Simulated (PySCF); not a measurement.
Rigid-rotor lines calculated for a species of formula C3H8F4S2Si2 (commonest isotopes; PBE0-D3(BJ)/def2-SVP geometry optimisation, gas phase (PySCF 2.14.0)), labelled J(Ka,Kc):

| transition | MHz |
| --- | --- |
| 2(0,2) ← 1(0,1) | 837.3 |
| 1(0,1) ← 0(0,0) | 418.7 |
| 1(1,1) ← 0(0,0) | 2124.5 |
| 2(1,1) ← 1(1,0) | 845.4 |
| 2(1,2) ← 1(1,1) | 829.3 |

Task: Find the rotational constants.

Result: 1(0,1) ← 0(0,0) is B + C, 2(1,1) ← 1(1,0) is 3B + C and 2(1,2) ← 1(1,1) is B + 3C, so B − C is half the difference of the last two, 8.1 MHz. 1(1,1) ← 0(0,0) is A + C. A = 1919.2, B = 213.4, C = 205.3 MHz.

Task: What moments of inertia, asymmetry and inertial defect follow?

Result: I = 505379 MHz·u·Å² over each constant: Ia = 263.33, Ib = 2368.55, Ic = 2461.64 u·Å²; κ = (2B − A − C)/(A − C) = -0.991 (near-prolate asymmetric top); Δ = Ic − Ia − Ib = -170.23 u·Å².

Task: Which dipole components do these lines need?

Result: μa and μb (a-type: ΔKa even, ΔKc odd; b-type: both odd). The calculation gives |μa| = 1.68 D, |μb| = 1.38 D, |μc| = 1.38 D.

Task: Predict further lines from these constants: 2(1,1) ← 1(0,1); 1(1,0) ← 0(0,0); 1(1,1) ← 1(0,1); 2(1,2) ← 2(0,2); 2(2,0) ← 1(1,0); 2(1,1) ← 2(0,2); 2(2,1) ← 2(1,1); 2(2,1) ← 1(1,1); 2(2,0) ← 1(1,1); 1(1,0) ← 1(0,1); 2(2,0) ← 2(1,1); 2(1,2) ← 1(0,1).

Result: 
| transition | MHz | type | branch |
| --- | --- | --- | --- |
| 2(1,2) ← 2(0,2) | 1698 | c | Q |
| 1(1,1) ← 1(0,1) | 1706 | c | Q |
| 1(1,0) ← 1(0,1) | 1714 | b | Q |
| 2(1,1) ← 2(0,2) | 1722 | b | Q |
| 1(1,0) ← 0(0,0) | 2133 | c | R |
| 2(1,2) ← 1(0,1) | 2535 | b | R |
| 2(1,1) ← 1(0,1) | 2559 | c | R |
| 2(2,1) ← 2(1,1) | 5117 | c | Q |
| 2(2,0) ← 2(1,1) | 5117 | b | Q |
| 2(2,0) ← 1(1,0) | 5963 | c | R |
| 2(2,1) ← 1(1,1) | 5971 | c | R |
| 2(2,0) ← 1(1,1) | 5971 | b | R |

Task: Which structure gave them?

Result: `CS[SiH2]S[Si@H](F)CC(F)(F)F`, point group C1. Three constants can't fix a structure by themselves; this is the one that was computed:
```
atom  x, y, z in Å
C1     4.227   -1.047    0.704
S2     3.851   -0.540   -1.008
Si3    2.080    0.578   -0.657
S4     0.573   -0.765    0.144
Si5   -1.146    0.395   -0.319
F6    -0.787    1.961   -0.045
C7    -2.488   -0.161    0.873
C8    -3.893    0.147    0.439
F9    -4.054    1.455    0.201
F10   -4.207   -0.504   -0.688
F11   -4.792   -0.202    1.361
H12    4.340   -0.176    1.364
H13    3.450   -1.718    1.098
H14    5.180   -1.591    0.666
H15    1.635    1.124   -1.968
H16    2.322    1.660    0.338
H17   -1.548    0.306   -1.742
H18   -2.404   -1.247    1.028
H19   -2.302    0.324    1.843
```

The values belong to one conformer (point group C1) with, in the numbering `[CH3:1][S:2][SiH2:3][S:4][Si@H:5]([F:6])[CH2:7][C:8]([F:9])([F:10])[F:11]`, C1–S2–Si3–S4 -63°, S2–Si3–S4–Si5 -160°, Si3–S4–Si5–F6 -39°, S4–Si5–C7–C8 -159°. Not checked by PBE0-D3(BJ)/def2-SVP frequencies. Zero-point vibration and centrifugal distortion are left out. A rigid rotor knows nothing of internal rotation, which can split or shift real lines.
